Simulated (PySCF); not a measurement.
Input for PySCF: R-M06-2X/def2-TZVPP on FH3PbSi (SMILES [F][Pb][SiH3]), a point of a torsion scan. Elements past Kr take the def2 small-core potentials; no spin–orbit coupling.

```python
from pyscf import gto, dft

mol = gto.M(
    atom='''
    F     2.70706070    0.78238469   -0.04967373
    Pb    1.78734717   -1.12449252    0.02905247
    Si   -0.68869317   -0.06950576    0.00706283
    H    -1.02568324    0.74234646   -1.16199522
    H    -1.02946007    0.77415090    1.15285039
    H    -1.74721235   -1.09347521    0.02075350
    ''',
    basis='def2-tzvpp',
    ecp={'Pb': 'def2-tzvpp'},
    charge=0, spin=0, verbose=4, max_memory=1800)
mf = dft.RKS(mol, xc='m062x').density_fit(auxbasis='def2-universal-jkfit')
mf.grids.level = 4
mf.conv_tol = 1e-9
mf.max_cycle = 150
mf.kernel()
mf.dip_moment()
```

Program output:

```
PySCF version 2.14.0

[INPUT] verbose = 4
[INPUT] num. atoms = 6
[INPUT] num. electrons = 48
[INPUT] charge = 0
[INPUT] spin (= nelec alpha-beta = 2S) = 0
[INPUT] symmetry False subgroup None
[INPUT] Mole.unit = angstrom
[INPUT] Symbol           X                Y                Z      unit          X                Y                Z       unit  Magmom
[INPUT]  1 F      2.707060700000   0.782384690000  -0.049673730000 AA    5.115603325573   1.478492788153  -0.093869745286 Bohr   0.0
[INPUT]  2 Pb     1.787347170000  -1.124492520000   0.029052470000 AA    3.377596640816  -2.124982891922   0.054901211542 Bohr   0.0
[INPUT]  3 Si    -0.688693170000  -0.069505760000   0.007062830000 AA   -1.301441475159  -0.131346850480   0.013346814364 Bohr   0.0
[INPUT]  4 H     -1.025683240000   0.742346460000  -1.161995220000 AA   -1.938260414157   1.402831498940  -2.195852723854 Bohr   0.0
[INPUT]  5 H     -1.029460070000   0.774150900000   1.152850390000 AA   -1.945397588476   1.462933180086   2.178571499698 Bohr   0.0
[INPUT]  6 H     -1.747212350000  -1.093475210000   0.020753500000 AA   -3.301752822958  -2.066368670901   0.039218431126 Bohr   0.0

nuclear repulsion = 158.123354076716
number of shells = 59
number of NR pGTOs = 248
number of NR cGTOs = 165
basis = def2-tzvpp
ecp = {'Pb': 'def2-tzvpp'}


******** <class 'pyscf.df.df_jk.DFRKS'> ********
method = DFRKS
initial guess = minao
damping factor = 0
level_shift factor = 0
DIIS = <class 'pyscf.scf.diis.CDIIS'>
diis_start_cycle = 1
diis_space = 8
diis_damp = 0
SCF conv_tol = 1e-09
SCF conv_tol_grad = None
SCF max_cycles = 150
direct_scf = False
XC library pyscf.dft.libxc version 7.1.2
    S. Lehtola, C. Steigemann, M. J. T. Oliveira, and M. A. L. Marques,  SoftwareX 7, 1–5 (2018)
XC functionals = m062x
    Y. Zhao and D. G. Truhlar,  Theor. Chem. Acc. 120, 215 (2008)
    Y. Zhao and D. G. Truhlar,  Theor. Chem. Acc. 120, 215 (2008)
radial grids:
    Treutler-Ahlrichs [JCP 102, 346 (1995); DOI:10.1063/1.469408] (M4) radial grids

becke partition: Becke, JCP 88, 2547 (1988); DOI:10.1063/1.454033
pruning grids: <function nwchem_prune>
grids dens level: 4
symmetrized grids: False
atomic radii adjust function: <function treutler_atomic_radii_adjust>
small_rho_cutoff = 0
Set gradient conv threshold to 3.16228e-05
Initial guess from minao.
tot grids = 138216
******** <class 'pyscf.df.df.DF'> ********
auxbasis = def2-universal-jkfit
init E= -551.507090176718
  HOMO = -0.589685267178957  LUMO = -0.55669393195723  gap/eV = 0.89774
cycle= 1 E= -582.559761731829  delta_E= -31.1  |g|= 2.24  |ddm|= 10.4
  HOMO = -0.0934994412151493  LUMO = -0.0824913325214589  gap/eV = 0.29955
cycle= 2 E= -578.52433670143  delta_E= 4.04  |g|= 4.46  |ddm|= 14.4
  HOMO = -0.201653828759746  LUMO = -0.0570207504236439  gap/eV = 3.93567
cycle= 3 E= -583.721788604028  delta_E= -5.2  |g|= 0.988  |ddm|= 13.1
  HOMO = -0.264279293262912  LUMO = -0.0960998652573153  gap/eV = 4.57640
cycle= 4 E= -583.840231292357  delta_E= -0.118  |g|=  0.6  |ddm|= 1.11
  HOMO = -0.279483873111204  LUMO = -0.0841451102703843  gap/eV = 5.31544
cycle= 5 E= -583.89074199067  delta_E= -0.0505  |g|= 0.075  |ddm|= 0.268
  HOMO = -0.277320951534236  LUMO = -0.0897111255604983  gap/eV = 5.10512
cycle= 6 E= -583.892549697942  delta_E= -0.00181  |g|= 0.0351  |ddm|= 0.127
  HOMO = -0.280175987311182  LUMO = -0.09070704402275  gap/eV = 5.15571
cycle= 7 E= -583.892782779416  delta_E= -0.000233  |g|= 0.00799  |ddm|= 0.0337
  HOMO = -0.279768254498109  LUMO = -0.0895041650552884  gap/eV = 5.17735
cycle= 8 E= -583.892801342655  delta_E= -1.86e-05  |g|= 0.00249  |ddm|= 0.00987
  HOMO = -0.279685593142446  LUMO = -0.0892310463989503  gap/eV = 5.18253
cycle= 9 E= -583.892803371991  delta_E= -2.03e-06  |g|= 0.000524  |ddm|= 0.00383
  HOMO = -0.279698416459127  LUMO = -0.0892031386805741  gap/eV = 5.18364
cycle= 10 E= -583.892803539908  delta_E= -1.68e-07  |g|= 0.000196  |ddm|= 0.00132
  HOMO = -0.279693349864885  LUMO = -0.0892130679935121  gap/eV = 5.18323
cycle= 11 E= -583.892803551017  delta_E= -1.11e-08  |g|= 7.28e-05  |ddm|= 0.000285
  HOMO = -0.279692075353154  LUMO = -0.0892122439511098  gap/eV = 5.18322
cycle= 12 E= -583.892803553063  delta_E= -2.05e-09  |g|= 2.24e-05  |ddm|= 0.000132
  HOMO = -0.279692042898887  LUMO = -0.0892116568636965  gap/eV = 5.18324
cycle= 13 E= -583.892803553352  delta_E= -2.89e-10  |g|= 9.14e-06  |ddm|= 6.07e-05
  HOMO = -0.279691579822384  LUMO = -0.0892120320311562  gap/eV = 5.18321
Extra cycle  E= -583.892803553385  delta_E= -3.34e-11  |g|= 6.05e-06  |ddm|= 1.77e-05
converged SCF energy = -583.892803553385
Dipole moment(X, Y, Z, Debye): -0.32078, -4.30828,  0.16465
```

The run converged.

Cost: around 22 core-seconds (rough).
